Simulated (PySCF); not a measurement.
This script is equivalent to a calculation on S²⁺ (sulfur, charge +2).

```python
from pyscf import gto, scf, dft, mp, cc
import basis_set_exchange as bse
mol = gto.M(atom="S 0 0 0", charge=2, spin=2, symmetry="D2h",
            basis=gto.basis.parse(bse.get_basis("aug-cc-pV(T+d)Z", elements=["S"], fmt="nwchem", augment_diffuse=1)))
mf = dft.UKS(mol, xc="R2SCAN")
mf.irrep_nelec = {'Ag': (3, 3), 'B1u': (2, 1), 'B2u': (2, 1), 'B3u': (1, 1)}
mf.kernel()
```

(1) What total energy does it give?

(2) Which occupied shell lies highest, and where?

(3) What is ⟨S²⟩, and what would a pure spin state give?

## Answers

(1) -396.844 hartree (calculated).

(2) 3p α, at -29.485 eV.

(3) 2.007, against 2.00.
